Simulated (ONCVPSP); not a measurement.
# Cutoff test, Ba (Z = 56), ONCV

- Element: Ba
- Generator: ONCVPSP 4.0.1
- Type: optimised norm-conserving Vanderbilt (ONCV)
- Functional: PBEsol
- Relativity: fully relativistic
- Frozen core: [Kr] 4d10
- Valence charge: 10
- Reference configuration: 5s2 5p6 6s1.5 (charge +0.5)
- Partial waves: 5s+6s: rc 2.85 bohr, ncon 4, nbas 8, qcut 3.4 1/bohr, 2 projectors; 5p: rc 2.85 bohr, ncon 5, nbas 8, qcut 5.5 1/bohr, 2 projectors, debl 0.8 Ha; d scattering state at 0.38 Ha: rc 2.60 bohr, ncon 3, nbas 7, qcut 3.3 1/bohr, 2 projectors, debl 2.1 Ha
- Local potential: polynomial inside 1.90 bohr (lpopt 5, dvloc0 0 Ha)
- Core correction: none

Open shells are filled in proportion to 2j + 1.

In the d channel the program set the typed energies aside and used 0.050, 2.150 Ha (j = l + 1/2; the other j can differ).

Problem. For each optimised wave give the share of its norm inside rc, the residual kinetic energy above qcut (Ha) and the cutoffs (Ha) for errors of 10, 1, 0.1 and 0.01 mHa per electron.

Solution.

```json
{"wave": "5s", "norm inside rc": "0.972", "residual KE": "5.8e-05", "10 mHa": "1.7", "1 mHa": "3.1", "0.1 mHa": "5.5", "0.01 mHa": "19.1"}
{"wave": "6s", "norm inside rc": "0.104", "residual KE": "1.4e-04", "10 mHa": "1.5", "1 mHa": "3.6", "0.1 mHa": "6.1", "0.01 mHa": "23.9"}
{"wave": "5p j=3/2", "norm inside rc": "0.902", "residual KE": "6.5e-07", "10 mHa": "3.8", "1 mHa": "9.1", "0.1 mHa": "11.4", "0.01 mHa": "13.2"}
{"wave": "p projector 2 j=3/2", "norm inside rc": "0.126", "residual KE": "6.6e-07", "10 mHa": "3.0", "1 mHa": "8.3", "0.1 mHa": "11.1", "0.01 mHa": "13.2"}
{"wave": "5p j=1/2", "norm inside rc": "0.924", "residual KE": "6.0e-07", "10 mHa": "3.6", "1 mHa": "8.7", "0.1 mHa": "11.3", "0.01 mHa": "13.2"}
{"wave": "p projector 2 j=1/2", "norm inside rc": "0.130", "residual KE": "6.9e-07", "10 mHa": "3.2", "1 mHa": "7.9", "0.1 mHa": "11.0", "0.01 mHa": "13.1"}
{"wave": "d projector 1 j=5/2", "norm inside rc": "0.125", "residual KE": "1.4e-04", "10 mHa": "3.0", "1 mHa": "4.4", "0.1 mHa": "5.7", "0.01 mHa": "16.7"}
{"wave": "d projector 2 j=5/2", "norm inside rc": "0.197", "residual KE": "1.1e-02", "10 mHa": "5.4", "1 mHa": "6.5", "0.1 mHa": "12.6", "0.01 mHa": "26.6"}
{"wave": "d projector 1 j=3/2", "norm inside rc": "0.393", "residual KE": "3.1e-04", "10 mHa": "3.4", "1 mHa": "4.8", "0.1 mHa": "7.7", "0.01 mHa": "25.1"}
{"wave": "d projector 2 j=3/2", "norm inside rc": "0.200", "residual KE": "1.3e-02", "10 mHa": "5.5", "1 mHa": "6.8", "0.1 mHa": "14.9", "0.01 mHa": "30.2"}
```

The occupied waves need 9.1 Ha and 11 Ha for 1 and 0.1 mHa. Note: no bound ghost flagged; GHOST(+) flagged for s at 43.1 eV.
